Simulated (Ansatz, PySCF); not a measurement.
Species: BCl (charge +1, doublet). 
Geometry from a B3LYP-D3(BJ)/def2-TZVP (Ansatz, an electronic-structure program) optimisation:
SMILES: [B][Cl+]
```xyz
2

B      0.0000     0.0000    -1.2365
Cl     0.0000     0.0000     0.3637
```
Charge +1, spin multiplicity 2.

Total electronic energies in hartree. Cores are frozen in the correlated levels unless marked. UHF or UKS for open shells. Spin-orbit coupling is left out. No relativistic terms. Basis-set limits of correlation are two-point, X^-3; Hartree-Fock from the larger set (for Q and 5 zeta extrapolated as (X+1)exp(-9√X)).

| level | program | energy (Eh) |
|---|---|---|
| HF/cc-pVTZ | Ansatz | -483.83402 |
| HF/def2-TZVPD | PySCF | -483.82781 |
| HF/aug-cc-pV(Q+d)Z | Ansatz | -483.84089 |
| revPBE-D4/def2-TZVPD | Ansatz + dftd4 | -484.56165 |
| TPSS/def2-TZVPD | PySCF | -484.67337 |
| r2SCAN-D3(BJ)/def2-TZVPD | Ansatz + dftd3 | -484.60072 |
| PBE0/6-31G* | Ansatz | -484.41561 |
| BHLYP/def2-TZVPD | Ansatz | -484.63470 |
| r2SCANh/def2-TZVPD | Ansatz | -484.59768 |
| LC-wPBE-D4/def2-TZVPD | Ansatz + dftd4 | -484.48545 |
| wB97X/def2-TZVPD | Ansatz | -484.63083 |
| MP2/6-31G* | Ansatz | -483.95744 |
| MP2/def2-QZVPP | Ansatz | -484.09105 |
| RI-MP2/CBS(def2-TZVPPD,def2-QZVPPD) | Ansatz | -484.1060 |
| SCS-MP2/6-31G* | Ansatz | -483.95147 |
| SCS-MP2/cc-pV(T+d)Z | Ansatz | -484.05928 |
| CCSD/cc-pV(D+d)Z | Ansatz | -484.00905 |
| CCSD/CBS(cc-pV(Q+d)Z,cc-pV(5+d)Z) | Ansatz | -484.1221 |
| CCSD(T)/STO-3G | Ansatz | -478.63603 |
| CCSD(T)/def2-SVP | Ansatz | -483.83934 |
| CCSD(T)/cc-pV(T+d)Z | Ansatz | -484.09732 |
| CCSD(T)/def2-QZVPPD | Ansatz | -484.12370 |
| CCSD(T)/CBS(cc-pV(Q+d)Z,cc-pV(5+d)Z) | Ansatz | -484.1379 |

Totals of different functionals don't rank their quality; only differences between species are comparable.
